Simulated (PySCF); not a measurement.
Excitations are Tamm–Dancoff values on a coarser integration grid. The basis has no diffuse functions, so Rydberg states are missing or too high.

Cartesian coordinates (Å):
```xyz
18

F      1.0217     1.7919    -1.4750
C      0.5278     0.8195    -0.6769
C      1.4059    -0.0462    -0.0180
Si     3.2685     0.1506    -0.2485
C      0.8425    -1.0562     0.8129
C     -0.5357    -1.1963     0.9790
C     -1.4149    -0.3134     0.3063
C     -2.8543    -0.2480     0.3103
C     -3.3415     0.7634    -0.4807
S     -2.0940     1.6933    -1.2741
C     -0.8610     0.7039    -0.5300
H      3.7391     1.5025     0.2125
H      3.6647    -0.0202    -1.6891
H      3.9402    -0.9124     0.5765
H      1.5203    -1.7461     1.3388
H     -0.9432    -1.9859     1.6273
H     -3.4947    -0.9321     0.8832
H     -4.3914     1.0316    -0.6544
```
Charge 0, multiplicity 1.

### Question
Predict the S1 excitation (TDA), LUMO, dipole moment, S1 oscillator strength and T1 excitation (TDA) from PySCF with PBE-D3(BJ)/def2-TZVP // PBE-D3(BJ)/def2-SVP.

### Answer

The S1 excitation (TDA) comes out as 4.13 eV and the LUMO is -2.14 eV. The dipole moment is 2.35 D and the S1 oscillator strength is 0.079. The T1 excitation (TDA) comes out as 3.11 eV.
